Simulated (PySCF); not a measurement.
## Computed vibrations of [Nd(NH2)2]+

[Nd(NH2)2]+ (singlet in the valence; each metal's 4f electrons, 3 of them, lie in its core potential, out of spins and levels). PySCF 2.14.0, RKS PBE, Nd lcecp-1-SVP with ECP49, N def2-SVP, H def2-SVP; non-relativistic Hamiltonian with scalar-relativistic core potentials where named; density fitting; no spin-orbit coupling. Central differences of gradients.

```xyz
7

Nd   -0.0127   -0.2541   -0.0013
N    -0.0667    1.0708    1.6723
H    -0.0129    2.0980    1.5821
H    -0.1392    0.8748    2.6830
N     0.1728    1.0758   -1.6615
H     0.2456    0.8828   -2.6728
H     0.2129    2.1027   -1.5614
```

Run from Python with OMP_NUM_THREADS=2. Where DIIS fails, smearing, a level shift and second-order steps follow.
It took 77 s on 2 threads of Intel(R) Xeon(R) Platinum 8375C CPU @ 2.90GHz (Ice Lake), with other jobs on the host.

What are the harmonic wavenumbers and infrared intensities?

Negative numbers are unstable modes, those under 60 cm⁻¹ near the noise; a finer grid moves soft modes by up to 10 cm⁻¹.
```
cm⁻¹  km/mol
 131     0.0
 242     0.1
 264     2.2
 335    20.6
 408    30.2
 568     0.2
 576   127.0
 590    56.5
 592   442.1
1444    22.6
1455    28.5
3398   127.8
3403    58.2
3482    44.8
3484    34.8
```

Is this a minimum?

Yes. Ideal gas at 298.15 K and 1 bar: S = 333.4 J/(mol K), Cp = 87.5 J/(mol K), H − H(0 K) = 17.8 kJ/mol (rigid rotor, harmonic modes, spin degeneracy alone, that of the 4f electrons in the core included).

An lcecp potential fixes the number of 4f electrons, so in runs with it no electron can move into or out of that shell.
